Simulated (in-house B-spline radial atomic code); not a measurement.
Binding energies in Zn2+

NIST's tabulated ground configuration is [Ar] 3d10; each binding energy is the energy of the ion with one electron taken from that subshell, relaxed, less that of the parent. Method: Dirac-Kohn-Sham LDA VWN5, spherical fractional occupations, Fermi nucleus of rms radius 3.9283 fm. Calculated with an all-electron radial atomic-structure program (B-spline basis). Energies include first-order Breit, QED and recoil terms.

```csv
subshell,X-ray name,binding energy (eV),-ε (eV),relaxation (eV)
1s,K,9691.9,9525.7,-182.0
2s,L1,1202.7,1176.4,-27.8
2p1/2,L2,1072.6,1039.7,-34.3
2p3/2,L3,1048.5,1015.9,-33.5
3s,M1,160.3,149.6,-10.9
3p1/2,M2,116.9,106.3,-10.7
3p3/2,M3,113.8,103.2,-10.7
3d3/2,M4,41.14,31.45,-9.69
3d5/2,M5,40.76,31.08,-9.66
```

Relaxation = -ε minus the binding energy without Breit, QED and recoil terms. With a density functional, K lines can miss by some tenths of a per cent, more in light atoms. For a density functional the relaxation so defined is negative, because -ε of a Kohn-Sham level is smaller than the binding energy.

Emission lines follow as differences of binding energies, with λ = 12398.42 eV·Å / E:

```json
{"line": "K-L3", "holes": "1s → 2p3/2", "energy (eV)": "8643.4", "wavelength (Å)": "1.4344"}
{"line": "K-L2", "holes": "1s → 2p1/2", "energy (eV)": "8619.3", "wavelength (Å)": "1.4384"}
{"line": "K-M3", "holes": "1s → 3p3/2", "energy (eV)": "9578.1", "wavelength (Å)": "1.2945"}
{"line": "L3-M5", "holes": "2p3/2 → 3d5/2", "energy (eV)": "1007.7", "wavelength (Å)": "12.303"}
{"line": "L2-M4", "holes": "2p1/2 → 3d3/2", "energy (eV)": "1031.5", "wavelength (Å)": "12.02"}
{"line": "L1-M3", "holes": "2s → 3p3/2", "energy (eV)": "1088.9", "wavelength (Å)": "11.386"}
{"line": "L3-M1", "holes": "2p3/2 → 3s", "energy (eV)": "888.2", "wavelength (Å)": "13.959"}
```

Q: What screening constant σ does Moseley's law, E = (3/4)·13.6057 eV·(Z - σ)², need for K-L3?

A: σ = 0.90.

Q: What does it cost to remove both a 3p3/2 and a 3p1/2 electron?

A: 253.77 eV, which is 23.07 eV more than the two single binding energies together.

Q: What does it cost to remove both a 1s and a 3p3/2 electron?

A: 9834.8 eV, which is 29.11 eV more than the two single binding energies together.

Q: What does it cost to remove both a 3s and a 3d5/2 electron?

A: 223.32 eV, which is 22.27 eV more than the two single binding energies together.
